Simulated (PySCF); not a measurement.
# Working out the ionisation energy of Be+

Be+ [He] 2s1 (2S) → Be(2+) 1s2 (1S). Computed with PySCF 2.14 in aug-cc-pCVQZ, with no relativity, point nucleus. Frozen: nothing. Energies in hartree (1 hartree = 27.21139 eV):

| part | Be+ (lower) | Be(2+) (upper) |
| --- | --- | --- |
| UHF | -14.277398 | -13.611252 |
| MP2 opposite-spin | -0.041609 | -0.039965 |
| MP2 same-spin | -0.000909 | 0.000000 |

Task: What does Hartree-Fock give?

Result: (-13.611252) − (-14.277398) = 0.666146 hartree = 18.127 eV.

Task: What do MP2 and SCS-MP2 (6/5 opposite-spin, 1/3 same-spin) give?

Result: The opposite-spin parts differ by 0.045 eV and the same-spin parts by 0.025 eV. MP2: 18.127 + (0.045) + (0.025) = 18.197 eV. SCS-MP2: 18.127 + 1.2 × (0.045) + (0.025)/3 = 18.189 eV.

Measured between the centres of the two terms (NIST): 18.211 eV, so MP2 (valence and next inner shell) is off by -0.014 eV.

What remains against the reference includes basis incompleteness and correlation beyond second order.
